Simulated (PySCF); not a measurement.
**Which basis set comes closest?**

Molecule: `Fc1ccc(Br)cc1`, C6H4BrF.

Atoms are numbered as in `[F:1][c:2]1[cH:3][cH:4][c:5]([Br:6])[cH:7][cH:8]1` (H(Xn): hydrogen on atom n).

Geometry PBE0-D3(BJ)/def2-SVP throughout; GIAO in PySCF, gas phase, one conformer, non-relativistic; equivalent atoms averaged; functional PBE0.

Reference values (measured; G. Saielli, R. Bini, A. Bagno, Computational 19F NMR. 2. Organic compounds, RSC Adv. 2014, ESI (exp. from Berger-Braun-Kalinowski 1994 and Everett 1995)): δ(F1) = -115.8 ppm vs CFCl3. Computed shifts are taken against CFCl3, calculated as an isolated molecule at each level.

Problem. How do the basis sets STO-3G, pcSseg-0, 6-31G, 6-31G*, cc-pVDZ, def2-SVP, pcSseg-1, aug-cc-pVDZ, def2-TZVP, cc-pVTZ perform against the reference? Times are CPU seconds on shared hosts with different chips, so compare them loosely.

Solution. 
| basis set | functions | F1 | abs. error F | core-s |
| --- | --- | --- | --- | --- |
| STO-3G | 57 | -14.2 | 101.6 | 6.3 |
| pcSseg-0 | 96 | -107.5 | 8.3 | 9.3 |
| 6-31G | 98 | -121.2 | 5.4 | 12 |
| 6-31G* | 138 | -106.4 | 9.4 | 18 |
| cc-pVDZ | 145 | -102.1 | 13.7 | 19 |
| def2-SVP | 150 | -93.1 | 22.7 | 20 |
| pcSseg-1 | 180 | -113.3 | 2.5 | 26 |
| aug-cc-pVDZ | 233 | -113.4 | 2.4 | 41 |
| def2-TZVP | 289 | -115.9 | 0.1 | 55 |
| cc-pVTZ | 309 | -111.5 | 4.3 | 62 |

For $^{19}$F the closest is def2-TZVP (0.1 ppm) and the furthest STO-3G (101.6 ppm). Where a smaller basis beats a larger one, errors probably cancel. One molecule is a small sample, and vibrational and solvent effects are absent from the calculation.

Relativistic effects, spin–orbit coupling among them, are left out; they matter for Br and for the light atoms bonded to it.

A small basis that lands close on one nucleus may do so by chance; judge by the trend and by all nuclei.
